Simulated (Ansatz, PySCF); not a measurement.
This Ansatz (an electronic-structure program) input computes a SVWN5/def2-TZVPD energy:

Ansatz 0.2 input:
```yaml
crystal:
  periodic: [false, false, false]
  atoms:
    - {symbol: Sr, position_ang: [-0.00000000, -0.00000000, -0.76713990]}
    - {symbol: Cl, position_ang: [0.00000000, 0.00000000, 1.71478330]}
basis:
  gaussian:
    orbitals: def2-TZVPD
hamiltonian:
  xc: {name: SVWN5}
total_charge: 1
output: {forces: true}
```

**Question.** Write an input for the same energy in PySCF and say what it gives.

**Answer.** 
```python
from pyscf import gto, scf, dft

mol = gto.M(
    atom='''
    Sr   -0.00000000   -0.00000000   -0.76713990
    Cl    0.00000000    0.00000000    1.71478330
    ''',
    basis='def2-tzvpd',
    ecp='def2-tzvp',
    charge=1,
    spin=0,
    verbose=4,
)

mf = dft.RKS(mol, xc='svwn').density_fit(auxbasis='def2-universal-jkfit')
mf.grids.level = 3
mf.conv_tol = 1e-9
mf.max_cycle = 100
mf.max_memory = 1500
mf.kernel()
if not mf.converged:
    mf = mf.newton()
    mf.kernel(mf.make_rdm1())
mf.analyze()
```
It gives -489.19243 Eh, and Ansatz -489.19238 Eh, a difference of 0.05 mEh, from the treatment of integrals and grids.
